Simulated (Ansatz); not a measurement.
The same path of H3N + H8Si3 (15 atoms, charge 0, multiplicity 1) was run twice with different band settings. Lost on the way: Si1–H2, N12–H15. Made: Si1–N12, H2–H15.

These are results of RKS PBE0-D4/def2-SVP (Ansatz), not measurements.

Relaxed end points:

```xyz
15
Properties=species:S:1:pos:R:3
Si -0.176 0.287 0.086
H -0.431 0.307 1.561
H 1.304 0.358 -0.131
Si -1.207 2.146 -0.907
H -2.689 2.048 -0.723
H -0.727 3.431 -0.308
H -0.907 2.151 -2.374
Si -1.045 -1.686 -0.864
H -1.736 -2.514 0.171
H -2.048 -1.337 -1.919
H 0.035 -2.494 -1.507
N 1.274 -2.656 1.540
H 0.745 -3.309 0.964
H 1.790 -2.046 0.911
H 0.601 -2.078 2.038
```

```xyz
15
Properties=species:S:1:pos:R:3
Si 0.408 -0.457 -0.735
H -1.452 -0.992 2.874
H 1.367 -0.316 -1.889
Si -0.629 1.620 -0.401
H -1.784 1.486 0.538
H 0.341 2.603 0.179
H -1.125 2.160 -1.706
Si -1.185 -2.076 -1.317
H -2.328 -2.057 -0.354
H -1.707 -1.809 -2.693
H -0.574 -3.444 -1.299
N 1.120 -0.943 0.784
H 1.474 -1.890 0.883
H 1.717 -0.291 1.283
H -0.860 -0.986 2.391
```

Common settings: movable images 5; climbing image yes; spring 5.0 eV/Å²; optimiser quadratic models (default); start path through a guess of the saddle point; iteration limit 60; end points relaxed.

| run | force threshold |
| --- | --- |
| 1 | 0.03 eV/Å |
| 2 | 0.5 eV/Å |

(1) What does each run give, and how far can it be trusted?

## Answers

(1) Run 1: converged after 41 iterations, highest image 1.534 eV above the first end. Neighbouring images differ by up to 1.5 eV, so the band resolves the path poorly. A vibrational analysis at the climbing image gives one clearly imaginary mode, 1132i cm⁻¹: a first-order saddle point.
Run 2: converged after 18 iterations, highest image 1.777 eV above the first end. The threshold of 0.5 eV/Å is loose, so the images may lie well off the minimum-energy path. Neighbouring images differ by up to 1.7 eV, so the band resolves the path poorly. The order of the point at the top wasn't checked.
The orbitals stay closed-shell, which can raise the energy where a bond breaks towards radicals; this wasn't checked here.
